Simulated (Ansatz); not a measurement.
Frontier orbitals of C₈H₂₁GeN (`CC(C)(C)[N]([GeH3])C(C)(C)C`).

The species carries charge 0 and has multiplicity 1. Correlated methods include outer-core shells of Ge, which these sets cover unevenly. Scalar relativity is left out up to krypton. All single points use the PBE0-D4/def2-TZVP geometry. Basis def2-TZVPP, Ansatz 0.2.0.

```tsv
functional	HOMO (eV)	LUMO (eV)	gap (eV)
LDA (SPW92)	-4.84	-0.25	4.59
PBE	-4.71	0.00	4.71
revPBE	-4.64	0.11	4.75
BLYP	-4.59	0.02	4.61
PBE0	-6.01	0.82	6.83
BHLYP	-7.26	1.50	8.76
ωB97X-V	-8.38	2.65	11.03
ωB97M-V	-8.32	2.28	10.60
```

From PBE to PBE0 the HOMO moves by −1.30 eV and the LUMO by +0.82 eV, and with ωB97M-V by −3.61 and +2.28 eV, so the gap grows from 4.71 to 10.59 eV with exact exchange. A positive LUMO is unbound and depends on the basis.
